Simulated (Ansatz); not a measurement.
Reaction (hydrogenolysis of a Zn–F bond): `F[CH2][Zn][F]` + H₂ → `F[CH2][ZnH]` + H–F

Calculated with Ansatz (gas phase, PBE0-D4/def2-TZVP geometries, no zero-point term in ΔE). CCSD(T)/CBS adds triple-zeta CCSD(T) − MP2 to the extrapolated MP2 energy (def2 sets, frozen cores). This one scheme is used for every species. DFT in def2-TZVPP. For Zn outer-core shells are correlated without core-valence functions, which leaves a few kJ/mol of doubt a bond. Scalar relativity is left out up to krypton. One conformer a species, not always the lowest.

Problem. Is it downhill or uphill in electronic energy at CCSD(T)/CBS, and by how much? (Best estimate.)

Solution. Computed: Uphill: ΔE = +68.8 kJ/mol.

Problem. What do these levels give: r2SCAN-D4, ωB97M-V, PBE-QIDH, MP2/def2-TZVPP, CCSD/def2-TZVPP, MP2/CBS(def2)? (Estimate.)

Solution. Computed: r2SCAN-D4 73.5, ωB97M-V 63.8, PBE-QIDH 60.8, MP2/def2-TZVPP 65.9, CCSD/def2-TZVPP 59.6, MP2/CBS(def2) 73.6 kJ/mol.

Largest T1 diagnostic among the species: 0.016.

From BLYP to BHLYP (50 % exact exchange), in def2-TZVPP and without D4, ΔE moves by −11.7 kJ/mol. Leaving LDA and LC-ωPBE aside and taking each functional with its dispersion term where it has one, the values, not all of them listed here, spread over 16.2 kJ/mol, from HSE06-D4 to BLYP-D4. LDA lies −7.4 kJ/mol from PBE without D4. At CCSD(T), def2-SVP lies −4.0 kJ/mol from the extrapolated value and def2-TZVPP −7.7 kJ/mol.
